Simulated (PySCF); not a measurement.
# Radial density of F (fluorine, neutral)

PBE, [He] 2s2 2p5, 2P determinant. Computed with PySCF 2.14 in x2c-TZVPall (5s3p2d1f, 31 functions), with scalar relativity by spin-free X2C-1e.

| r (bohr) | 4πr²ρ (e/bohr) | 4πr²(ρα − ρβ) |
| --- | --- | --- |
| 0.00240 | 0.03309 | 0.0000 |
| 0.00403 | 0.09023 | 0.0000 |
| 0.00678 | 0.2385 | 0.0000 |
| 0.0114 | 0.6137 | 0.0000 |
| 0.0192 | 1.496 | 0.0000 |
| 0.0323 | 3.327 | 0.0003 |
| 0.0543 | 6.323 | 0.0028 |
| 0.0913 | 9.274 | 0.0166 |
| 0.154 | 8.967 | 0.0760 |
| 0.258 | 5.212 | 0.2756 |
| 0.434 | 4.522 | 0.6725 |
| 0.731 | 6.212 | 0.8996 |
| 1.23 | 3.835 | 0.5238 |
| 2.07 | 0.8864 | 0.1094 |
| 3.48 | 0.05996 | 0.0060 |
| 5.85 | 3.011e-05 | 0.0000 |

Densities and radii are taken from the X2C orbitals without a picture-change correction, which distorts them close to the nucleus.
